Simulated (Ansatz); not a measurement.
Isolated molecules relaxed with PBE0-D4/def2-TZVP in Ansatz; ΔE leaves out vibrations. CCSD(T)/CBS adds triple-zeta CCSD(T) − MP2 to the extrapolated MP2 energy (def2 sets, frozen cores). This one scheme is used for every species. Functionals use def2-TZVPP. B3LYP here is the variant with VWN-RPA as its local correlation; programs differ in this. One conformer a species, not always the lowest.

`[SiH3]O[SiH2]CCl` + CH₃SH → `CS[SiH2]O[SiH3]` + `CCl`  (ligand exchange at the Si–C bond)

`[SiH3]O[SiH2]CCl`:

Cartesian coordinates in Å:
```
Si 0.854 1.472 1.262
O 1.076 0.254 0.185
Si 0.405 -0.545 -1.065
C -1.186 -1.378 -0.514
Cl -2.299 -0.127 0.112
H 0.085 2.580 0.640
H 0.133 0.970 2.457
H 2.195 1.963 1.665
H 1.359 -1.588 -1.519
H 0.087 0.388 -2.175
H -1.689 -1.887 -1.338
H -1.020 -2.099 0.288
```

CH₃SH:

Z-matrix (Å, degrees):
```
C
S 1 1.806
H 1 1.089 2 111.5
H 1 1.089 2 111.5 3 -123.8
H 1 1.090 2 106.2 3 118.1
H 2 1.342 1 97.1 3 61.9
```

`CS[SiH2]O[SiH3]`:

Z-matrix (Å, degrees):
```
C
S 1 1.818
H 1 1.089 2 111.1
H 1 1.089 2 106.8 3 118.7
H 1 1.090 2 110.9 3 -122.7
Si 2 2.118 1 99.8 3 67.8
O 6 1.636 2 112.7 1 -67.5
H 6 1.483 2 110.2 1 51.1
H 6 1.482 2 105.2 1 172.0
Si 7 1.641 6 139.1 2 -31.9
H 10 1.483 7 107.6 6 -173.4
H 10 1.487 7 110.1 6 67.4
H 10 1.485 7 110.8 6 -53.5
```

`CCl`:

Cartesian coordinates in Å:
```
C -0.024 -0.144 -0.003
Cl 0.263 1.605 0.038
H 0.933 -0.655 0.078
H -0.507 -0.395 -0.945
H -0.666 -0.411 0.832
```

```
             level  ΔE (kJ/mol)  difference from CCSD(T)/CBS
            PBE-D4        -73.7                         -3.3
         r2SCAN-D4        -73.2                         -2.8
           PBE0-D4        -73.3                         -2.9
          B3LYP-D4        -70.4                          0.0
           ωB97X-V        -68.8                          1.6
           ωB97M-V        -68.0                          2.4
            B2PLYP        -70.2                          0.2
               PBE        -72.7                         -2.3
            r2SCAN        -72.8                         -2.4
              PBE0        -72.3                         -1.9
             B3LYP        -68.8                          1.6
     HF/def2-TZVPP        -67.8                          2.6
    MP2/def2-TZVPP        -72.4                         -2.0
SCS-MP2/def2-TZVPP        -69.6                          0.8
   CCSD/def2-TZVPP        -66.6                          3.8
CCSD(T)/def2-TZVPP        -68.1                          2.3
     HF/def2-QZVPP        -67.6                          2.8
    MP2/def2-QZVPP        -73.7                         -3.3
SCS-MP2/def2-QZVPP        -71.0                         -0.6
      HF/CBS(def2)        -67.6                          2.8
     MP2/CBS(def2)        -74.7                         -4.3
    CCSD/CBS(def2)        -68.9                          1.5
       CCSD(T)/CBS        -70.4                            0
```

Largest T1 diagnostic among the species: 0.011.

CCSD(T)/CBS has its own doubt, a few kJ/mol and more with outer-core shells, so smaller differences from it don't rank the levels.
